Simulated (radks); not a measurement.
Excited configurations of the niobium ion Nb9+: one electron is placed in a higher orbital outside [Ar] 3d10 4s2 4p1. The ground configuration is [Ar] 3d10 4s2 4p2. All-electron calculation, Dirac Kohn-Sham, LDA (Slater exchange, Perdew-Wang correlation), spin-unpolarised, spherical densities, finite nucleus; open shells are shared between the two j in proportion to 2j + 1; Fermi nuclear charge, rms radius 4.324 fm. Program: a radial shooting solver on a logarithmic mesh with Libxc functionals. Excitation = E - E(ground); binding = E(ion) - E, where the ion is the core of charge +10; n* = 10/sqrt(2 binding) in atomic units. These energies are relativistic, and a one-electron ion of charge +10 with no core already has n* below n in this formula (Dirac formula, point nucleus, mean over j: 4d 3.999, 6p 5.999, 6d 5.999, 6f 6.000, 7s 6.998, 7p 6.999, 7d 6.999). Eigenvalue and <r> are those of j = l + 1/2.

outer orbital,excitation (eV),binding (eV),n*,eigenvalue (eV)
4d,42.440,136.41,3.158,-127.39
6p,120.17,58.674,4.815,-55.781
6d,128.63,50.212,5.205,-47.748
6f,137.30,41.547,5.723,-39.412
7s,135.60,43.246,5.609,-41.377
7p,138.57,40.275,5.812,-38.408
7d,143.44,35.408,6.199,-33.781

The Delta-SCF ionisation energy is 178.85 eV (NIST Atomic Spectra Database: 180 eV, theoretical). Self-interaction in the functional shifts the binding energies and quantum defects, so they are the method's values and not measured ones. Spin polarisation and multiplet splitting are left out, so open shells lie too high by an amount that depends on their filling. Sharing an open shell by 2j + 1 raises it above the true ground level by a part of the spin-orbit splitting, which enters the differences from NIST.

Beside tabulated values, note that spin-unpolarised runs miss the spin-polarisation part of the exchange energy of open shells.
